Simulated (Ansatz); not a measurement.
`[Cl][Zn][Br]` + HBr → `[Br][Zn][Br]` + HCl at 500 K and 1 bar (ligand exchange at a Zn–Cl bond).

Program: Ansatz. Geometries: PBE0-D4/def2-TZVP. ΔE: electronic, gas phase. CCSD(T)/CBS adds triple-zeta CCSD(T) − MP2 to the extrapolated MP2 energy (def2 sets, frozen cores). This one scheme is used for every species. For Br, Zn outer-core shells are correlated without core-valence functions, which leaves a few kJ/mol of doubt a bond. Scalar relativity is left out up to krypton.

```
       species  CCSD(T)/CBS energy (Eh)  H − E (kJ/mol)  S (J/(mol·K))
`[Cl][Zn][Br]`              -4811.59312            32.1          324.9
           HBr              -2573.91920            30.5          213.7
`[Br][Zn][Br]`              -6925.13790            31.8          331.3
           HCl               -460.38127            32.5          201.9
```

H − E and S are ideal-gas, rigid-rotor, harmonic terms from PBE0-D4/def2-TZVP. 1 Eh = 2625.50 kJ/mol, R = 8.31446 J/(mol·K).

By hand: ΔE, ΔH, ΔS and ΔG.

ΔE = (-6925.13790) + (-460.38127) − (-4811.59312) − (-2573.91920) = -0.00685 Eh = -18.0 kJ/mol. Δ(H − E) = 31.8 + 32.5 − 32.1 − 30.5 = 1.7, so ΔH = -16.3 kJ/mol. ΔS = 331.3 + 201.9 − 324.9 − 213.7 = -5.4 J/(mol·K). ΔG = -16.3 − 500 × (-5.4)/1000 = -13.6 kJ/mol.

By hand: the equilibrium constant, and the temperature at which ΔG would vanish if ΔH and ΔS stayed fixed.

log₁₀ K = −ΔG/(RT ln 10) = 1.4. ΔG = 0 at ΔH/ΔS = 3019 K, far beyond where these terms or the molecules hold.

The number of gas molecules stays the same, so ΔS is small and ΔH decides. A doubt of 5 kJ/mol in ΔE shifts log₁₀ K by 0.5 here. These are equilibria of isolated gas molecules and say nothing of rates. Largest T1 diagnostic: 0.011 (customary marks: 0.02 for closed shells, 0.045 for open ones).
